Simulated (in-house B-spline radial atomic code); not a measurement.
# BLYP excitations of S4+

Method: BLYP. Computed with an all-electron radial atomic-structure program (B-spline basis): linear response of the closed shell [Ne] 3s2 with the functional's adiabatic kernel; scalar-relativistic (spin-free one-electron X2C), finite nucleus, no spin-orbit coupling, no double excitations, S, P, D and F terms only.

Command:
```bash
python run_td.py task.json out
```
Settings (radii: box in bohr, nucleus in fm):
```
Z                        16
electrons                12
configuration            [Ne] 3s2
hamiltonian              x2c
method                   b88,lyp
box_radius               19.1
rms_radius               3.2611
intervals                72
```

Cost of the run: 0.3 s on 1 thread of Intel(R) Xeon(R) Platinum 8488C (Sapphire Rapids), on a shared host.

The lowest states, in the order of their Tamm-Dancoff energies; the method's threshold (minus the highest occupied level) is 65.91 eV. Labels give the largest channel, * marks a mixed state, and oscillator strengths are full-response dipole values. Semilocal kernels can invert the small singlet-triplet splittings of Rydberg terms. Energies in eV:

```json
{"state": "3s → 3p 3P", "full response": "9.763", "Tamm-Dancoff": "10.066", "oscillator strength": "-"}
{"state": "3s → 3p 1P", "full response": "15.989", "Tamm-Dancoff": "16.646", "oscillator strength": "1.35"}
{"state": "3s → 3d 3D", "full response": "26.889", "Tamm-Dancoff": "27.027", "oscillator strength": "-"}
{"state": "3s → 3d 1D", "full response": "29.654", "Tamm-Dancoff": "29.661", "oscillator strength": "-"}
{"state": "3s → 4s 3S", "full response": "37.69", "Tamm-Dancoff": "37.69", "oscillator strength": "-"}
{"state": "3s → 4s 1S", "full response": "38.97", "Tamm-Dancoff": "39.01", "oscillator strength": "-"}
{"state": "3s → 4p 3P", "full response": "41.79", "Tamm-Dancoff": "41.80", "oscillator strength": "-"}
{"state": "3s → 4p 1P", "full response": "42.35", "Tamm-Dancoff": "42.39", "oscillator strength": "0.101"}
{"state": "3s → 4d 3D", "full response": "47.40", "Tamm-Dancoff": "47.42", "oscillator strength": "-"}
{"state": "3s → 4d 1D", "full response": "?", "Tamm-Dancoff": "?", "oscillator strength": "-"}
{"state": "3s → 4f 3F", "full response": "48.93", "Tamm-Dancoff": "48.95", "oscillator strength": "-"}
{"state": "3s → 4f 1F", "full response": "?", "Tamm-Dancoff": "?", "oscillator strength": "-"}
{"state": "3s → 5s 3S", "full response": "50.96", "Tamm-Dancoff": "50.96", "oscillator strength": "-"}
{"state": "3s → 5s 1S", "full response": "51.36", "Tamm-Dancoff": "51.38", "oscillator strength": "-"}
{"state": "3s → 5p 3P", "full response": "52.65", "Tamm-Dancoff": "52.65", "oscillator strength": "-"}
{"state": "3s → 5p 1P", "full response": "52.85", "Tamm-Dancoff": "52.86", "oscillator strength": "0.0407"}
```

Question: Where does 3s → 4f 1F lie?

Answer: At 49.29 eV in full response, 49.29 eV in Tamm-Dancoff.

Question: Where does 3s → 4d 1D lie?

Answer: At 47.72 eV in full response, 47.72 eV in Tamm-Dancoff.

Question: How large is the singlet-triplet splitting of 3s → 3p (P terms) in Tamm-Dancoff?

Answer: 6.58 eV, from the unrounded values.

Question: What polarisabilities and dispersion coefficient does the method give?

Answer: Dipole 4.08 bohr³, quadrupole 6.22 bohr⁵, C6 7.807 hartree·bohr⁶ for two such species.
